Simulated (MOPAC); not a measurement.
MOPAC input (PM7):

```
PM7 PRECISE GNORM=0.05 LET XYZ CHARGE=-1 GEO-OK AUX(PRECISION=9) THREADS=1
C3H7S

C    -2.37130481 1    0.24005937 1   -0.13574572 1
C    -0.94002001 1    0.37207793 1    0.39622560 1
C     0.11087895 1   -0.31149729 1   -0.48165021 1
S     1.81930045 1   -0.15814887 1    0.14644682 1
H    -2.66405344 1   -0.81183204 1   -0.21758690 1
H    -3.10164373 1    0.73813505 1    0.51175033 1
H    -2.46062372 1    0.67894364 1   -1.13488435 1
H    -0.66952809 1    1.42803663 1    0.49390176 1
H    -0.87125586 1   -0.05026678 1    1.40352482 1
H     0.03182523 1    0.11439454 1   -1.49336930 1
H    -0.17085234 1   -1.37086923 1   -0.57946342 1
```

Output:

```
 *******************************************************************************
 **                                                                           **
 **                              MOPAC v23.2.5                                **
 **                                                                           **
 *******************************************************************************
 ** MOPAC's Digital Object Identifier: https://doi.org/10.5281/zenodo.6511958 **
 **                                                                           **
 ** Please cite the open-source release paper for use of this MOPAC version:  **
 ** J. E. Moussa and J. J. P. Stewart (2026)                                  **
 ** MOPAC: An open-source semiempirical molecular orbital program             **
 ** J. Open Source Softw., 11(119), 8025, https://doi.org/10.21105/joss.08025 **
 *******************************************************************************

                              PM7 CALCULATION RESULTS

 *******************************************************************************
 *  PM7        - The PM7 Hamiltonian to be used
 *  GEO-OK     - OVERRIDE INTERATOMIC DISTANCE AND OTHER SAFETY CHECKS
 *
 *
 *
 *                 CHARGE ON SYSTEM = -1
 *
 *
 *
 *  LET        - OVERRIDE SOME SAFETY CHECKS
 *  PRECISE    - TIGHTER CRITERIA TO BE USED
 *  XYZ        - CARTESIAN COORDINATE SYSTEM TO BE USED
 *  GNORM      - EXIT WHEN GRADIENT NORM DROPS BELOW 0.050
 *  AUX        - OUTPUT AUXILIARY INFORMATION
 *******************************************************************************
PM7 PRECISE GNORM=0.05 LET XYZ CHARGE=-1 GEO-OK AUX(PRECISION=9) THREADS=1
 C3H7S

   ATOM   CHEMICAL          X               Y               Z
  NUMBER   SYMBOL      (ANGSTROMS)     (ANGSTROMS)     (ANGSTROMS)

     1       C         -2.37130481  *   0.24005937  *  -0.13574572  *
     2       C         -0.94002001  *   0.37207793  *   0.39622560  *
     3       C          0.11087895  *  -0.31149729  *  -0.48165021  *
     4       S          1.81930045  *  -0.15814887  *   0.14644682  *
     5       H         -2.66405344  *  -0.81183204  *  -0.21758690  *
     6       H         -3.10164373  *   0.73813505  *   0.51175033  *
     7       H         -2.46062372  *   0.67894364  *  -1.13488435  *
     8       H         -0.66952809  *   1.42803663  *   0.49390176  *
     9       H         -0.87125586  *  -0.05026678  *   1.40352482  *
    10       H          0.03182523  *   0.11439454  *  -1.49336930  *
    11       H         -0.17085234  *  -1.37086923  *  -0.57946342  *

          CARTESIAN COORDINATES

    NO.       ATOM           X           Y           Z

     1         C         -2.3713      0.2401     -0.1357
     2         C         -0.9400      0.3721      0.3962
     3         C          0.1109     -0.3115     -0.4817
     4         S          1.8193     -0.1581      0.1464
     5         H         -2.6641     -0.8118     -0.2176
     6         H         -3.1016      0.7381      0.5118
     7         H         -2.4606      0.6789     -1.1349
     8         H         -0.6695      1.4280      0.4939
     9         H         -0.8713     -0.0503      1.4035
    10         H          0.0318      0.1144     -1.4934
    11         H         -0.1709     -1.3709     -0.5795

 General Reference for PM7:
 "Optimization of Parameters for Semiempirical Methods VI: More Modifications to the
 NDDO Approximations and Re-optimization of Parameters", J. J. P. Stewart, J. Mol. Mod., 1:32, 19 (2013)
 https://link.springer.com/article/10.1007/s00894-012-1667-x

           Empirical Formula: C3 H7 S  =    11 atoms

      MOLECULAR POINT GROUP   :   Cs

      RHF CALCULATION, NO. OF DOUBLY OCCUPIED LEVELS = 13

          Geometry optimization using EF

          DIAGONAL MATRIX USED AS START HESSIAN

 CYCLE:     1  GRAD.:    30.640 HEAT: -38.28908
 CYCLE:     2  GRAD.:    82.255 HEAT: -35.65346
 CYCLE:     3  GRAD.:    47.349 HEAT: -38.27273
 CYCLE:     4  GRAD.:   135.195 HEAT: -30.99751
 CYCLE:     5  GRAD.:    35.680 HEAT: -38.57967
 CYCLE:     6  GRAD.:    84.629 HEAT: -34.64587
 CYCLE:     7  GRAD.:    36.132 HEAT: -38.73565
 CYCLE:     8  GRAD.:   141.521 HEAT: -31.64781
 CYCLE:     9  GRAD.:    36.887 HEAT: -38.80988
 CYCLE:    10  GRAD.:   144.552 HEAT: -29.64535
 CYCLE:    11  GRAD.:    25.712 HEAT: -38.94869
 CYCLE:    12  GRAD.:    75.042 HEAT: -35.60721
 CYCLE:    13  GRAD.:     4.724 HEAT: -39.38725
 CYCLE:    14  GRAD.:    15.255 HEAT: -39.28938
 CYCLE:    15  GRAD.:     1.183 HEAT: -39.39876
 CYCLE:    16  GRAD.:     1.443 HEAT: -39.39816
 CYCLE:    17  GRAD.:     0.134 HEAT: -39.40028
 CYCLE:    18  GRAD.:     0.098 HEAT: -39.40035
 CYCLE:    19  GRAD.:     0.286 HEAT: -39.40038
 CYCLE:    20  GRAD.:     0.694 HEAT: -39.40025
 CYCLE:    21  GRAD.:     0.068 HEAT: -39.40043
 CYCLE:    22  GRAD.:     0.067 HEAT: -39.40045
 CYCLE:    23  GRAD.:     0.064 HEAT: -39.40045
 CYCLE:    24  GRAD.:     0.152 HEAT: -39.40044
 CYCLE:    25  GRAD.:     0.037 HEAT: -39.40046

     GRADIENT =  0.03700 IS LESS THAN CUTOFF =  0.05000

 -------------------------------------------------------------------------------
 PM7 PRECISE GNORM=0.05 LET XYZ CHARGE=-1 GEO-OK AUX(PRECISION=9) THREADS=1
 C3H7S

     GEOMETRY OPTIMISED USING EIGENVECTOR FOLLOWING (EF).
     SCF FIELD WAS ACHIEVED

                              PM7 CALCULATION
                                                       MOPAC v23.2.5 Linux

          FINAL HEAT OF FORMATION =        -39.40046 KCAL/MOL =    -164.85151 KJ/MOL

          COSMO AREA              =        120.63 SQUARE ANGSTROMS
          COSMO VOLUME            =        107.52 CUBIC ANGSTROMS

          GRADIENT NORM           =          0.03700          =       0.01116 PER ATOM
          IONIZATION POTENTIAL    =          2.555473 EV
          HOMO LUMO ENERGIES (EV) =         -2.555  6.276
          NO. OF FILLED LEVELS    =         13
          MOLECULAR WEIGHT        =         75.1483         POINT GROUP:  Cs

          MOLECULAR DIMENSIONS (Angstroms)

            Atom       Atom       Distance
            H     6    S     4     4.96696
            H     9    H    10     2.88951
            H    11    H     8     2.79921

          SCF CALCULATIONS        =         26

   ATOM   CHEMICAL          X               Y               Z
  NUMBER   SYMBOL      (ANGSTROMS)     (ANGSTROMS)     (ANGSTROMS)

     1       C         -2.35659404  *   0.23696588  *  -0.13750740  *
     2       C         -0.92712561  *   0.37831648  *   0.40919707  *
     3       C          0.07979159  *  -0.32126803  *  -0.50443738  *
     4       S          1.79526605  *  -0.15225004  *   0.15070954  *
     5       H         -2.63846549  *  -0.81688474  *  -0.21568110  *
     6       H         -3.07832072  *   0.73539887  *   0.51248040  *
     7       H         -2.43449978  *   0.67779655  *  -1.13537376  *
     8       H         -0.66414964  *   1.44748168  *   0.51174910  *
     9       H         -0.86767249  *  -0.04400068  *   1.42949609  *
    10       H          0.06504919  *   0.11134340  *  -1.51486811  *
    11       H         -0.14050006  *  -1.39498985  *  -0.58800501  *

                             CARTESIAN COORDINATES

   1    C       -2.356594042     0.236965882    -0.137507404
   2    C       -0.927125608     0.378316476     0.409197066
   3    C        0.079791587    -0.321268027    -0.504437383
   4    S        1.795266046    -0.152250035     0.150709542
   5    H       -2.638465489    -0.816884739    -0.215681097
   6    H       -3.078320720     0.735398869     0.512480397
   7    H       -2.434499778     0.677796551    -1.135373763
   8    H       -0.664149643     1.447481677     0.511749097
   9    H       -0.867672490    -0.044000679     1.429496092
  10    H        0.065049188     0.111343395    -1.514868113
  11    H       -0.140500063    -1.394989852    -0.588005013

           Empirical Formula: C3 H7 S  =    11 atoms

      MOLECULAR POINT GROUP   :   Cs

                  EIGENVALUES
 -24.36649 -20.91336 -17.23810 -15.36311 -11.99870 -10.83279  -9.62580  -9.39217
  -8.07590  -7.36748  -5.61773  -2.60310  -2.55547   6.27556   7.17784   7.19970
   7.37638   7.37662   7.84189   8.50326   8.73773   8.99627   9.27836   9.91058
  10.24926  10.63910  10.83433  11.09423

              NET ATOMIC CHARGES AND DIPOLE CONTRIBUTIONS

  ATOM NO.   TYPE          CHARGE      No. of ELECS.   s-Pop       p-Pop       d-Pop
    1          C          -0.452333        4.4523     1.05445     3.39788
    2          C          -0.243231        4.2432     1.05761     3.18562
    3          C          -0.193678        4.1937     1.06422     3.12946
    4          S          -0.981051        6.9811     1.96361     4.96728     0.05016
    5          H           0.129204        0.8708     0.87080
    6          H           0.116503        0.8835     0.88350
    7          H           0.129203        0.8708     0.87080
    8          H           0.135390        0.8646     0.86461
    9          H           0.135393        0.8646     0.86461
   10          H           0.112298        0.8877     0.88770
   11          H           0.112300        0.8877     0.88770
 DIPOLE           X         Y         Z       TOTAL
 POINT-CHG.    -7.648     0.565    -0.778     7.708
 HYBRID        -0.641     0.002    -0.140     0.656
 SUM           -8.289     0.566    -0.918     8.359

          ATOMIC ORBITAL ELECTRON POPULATIONS

     Atom    s        px        py        pz      x^2-y^2     xz        z^2       yz        xy
    1  C   1.05445   1.09694   1.15496   1.14598
    2  C   1.05761   0.94638   1.14165   1.09759
    3  C   1.06422   0.98709   1.08864   1.05373
    4  S   1.96361   1.10903   1.98715   1.87110   0.02515   0.01557   0.00538   0.00046   0.00361
    5  H   0.87080
    6  H   0.88350
    7  H   0.87080
    8  H   0.86461
    9  H   0.86461
   10  H   0.88770
   11  H   0.88770

 **********************
 *                    *
 * JOB ENDED NORMALLY *
 *                    *
 **********************

 == MOPAC DONE ==
```

The dipole moment of an ion depends on the origin.

The geometry given is a B3LYP-D3(BJ)/def2-TZVP minimum.
